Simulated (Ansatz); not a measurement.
Species: C2H2Si, SMILES `C1=C[Si]1` (charge 0, multiplicity 1).

Q: Give a relaxed geometry from B3LYP-D3(BJ)/def2-TZVP in Ansatz (a quantum-chemistry and plane-wave program).

A: the end point of this relaxation (outside a Z-matrix the atoms follow the SMILES, hydrogens last).
Cartesian coordinates (Å) in one orientation:
```xyz
5

C      0.654     0.008     0.433
C     -0.652    -0.073     0.153
Si    -0.056     1.650     0.070
H      1.427    -0.705     0.694
H     -1.373    -0.879     0.094
```
